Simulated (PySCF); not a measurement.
BeCl, SMILES [Be+][Cl], charge +1. Coordinates come from a PBE-D3(BJ)/def2-TZVPD optimisation. The multiplicity is an assumed one; other spin states were not compared.

Computed equilibrium geometry at PBE-D3(BJ)/def2-TZVPD (PySCF confirms it by a frequency run) as Cartesian coordinates in Å, and its point group:
point group C∞v.
```xyz
2

Be     0.0000     0.0000    -1.4019
Cl     0.0000     0.0000     0.3299
```
Charge +1, spin multiplicity 1.
